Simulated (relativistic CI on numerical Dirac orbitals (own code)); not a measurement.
## Nd51+: sensitivity of the levels to the model

Base calculation: Dirac-Coulomb-Breit CI, KLI orbitals optimised for each configuration, model QED (radiative potential, 1s self-energy scaled to tabulated hydrogen-like ionisation energies), unscaled Slater integrals.

Configuration list (outside the closed core 1s2): 2s²2p⁵, 2s2p⁶, 2p⁶3s, 2p⁶3p, 2p⁶3d, 2s²2p⁴3s, 2s²2p⁴3p, 2s²2p⁴3d, 2s2p⁵3s, 2s2p⁵3p, 2s2p⁵3d, 2s²2p⁴4s, 2s²2p⁴4p, 2s²2p⁴4d, 2s²2p⁴4f, 2s2p⁵4s, 2s²2p³3s², 2s2p⁵4p, 2s2p⁵4d, 2s2p⁵4f, 2s²2p³3s3p, 2s²2p⁴5s, 2s²2p⁴5p, 2s²2p⁴5d, 2s²2p⁴5f, 2s²2p³3s3d, 2s²2p⁴5g, 2s²2p³3p², 2s²2p³3p3d, 2s2p⁴3s², 2s²2p³3d², 2s2p⁴3s3p, 2s2p⁴3s3d, 2s2p⁴3p², 2s2p⁵5s, 2s2p⁵5p. Levels of other configurations are missing.

Variants: (1) configuration mixing switched off; (2) QED terms removed. Shifts of the energy above 2s²2p⁵ ²P°3/2, in eV, for the lowest level and the first level of each name with at least 55 % of one term (blank where a level changes its place among those of its configuration and J or its character, or is not in the variant):

```tsv
Level	Base	Δ(1)	Δ(2)
2s²2p⁵ ²P°3/2	0.00	0.00	0.00
2s²2p⁵ ²P°1/2	536.58	-0.09	-0.81
2s2p⁶ ²S1/2	889.93	+0.40	+7.84
2s²2p⁴3s ⁴P5/2	5430.90	+0.34	-1.51
2s²2p⁴3s ²P3/2	5439.42	+0.41	-1.53
2s²2p⁴3s ²S1/2	5478.84	+2.89	-1.49
2s²2p⁴3p ²P°1/2	5575.93	+2.49	+0.90
2s²2p⁴3p ⁴D°7/2	5679.21	-0.73	+0.65
2s²2p⁴3d ⁴F9/2	5828.31	-0.97	+0.90
2s²2p⁴3d ²D3/2	5837.16	+1.56	+1.00
2s²2p⁴3d ²P1/2	5839.25	-0.89	+0.90
2s²2p⁴3s ⁴P3/2	5967.59	+0.42	-2.30
2s²2p⁴3s ²P1/2	5974.95	+0.58	-2.33
2s²2p⁴3s ²D5/2	5986.75	+0.09	-2.31
2s²2p⁴3s ²D3/2	5990.86	+0.57	-2.32
2s²2p⁴3p ²F°7/2	6232.06	-0.64	-0.16
2s2p⁵3s ⁴P°5/2	6277.31	-6.76	+5.82
2s2p⁵3s ²P°3/2	6294.12	-3.81	+6.17
2s²2p⁴3d ⁴D1/2	6322.67	-0.52	+0.19
2s²2p⁴3d ⁴F5/2	6337.26	-0.10	+0.33
2s2p⁵3s ²P°1/2	6345.68	-4.95	+6.13
2s²2p⁴3d ²G7/2	6346.41	-0.96	+0.18
```

At this charge energies of transitions that change n are usually good to better than 1 %, and those within a shell (Δn = 0) to a few per cent.

Ionisation energy from the two ground configurations alone: base 10001 eV. The NIST ASD value (theoretical) is 10002 eV.

LS names give the leading component of a level, which can be under half, so a name can repeat, a term be missing and a line seem to break the LS rules.
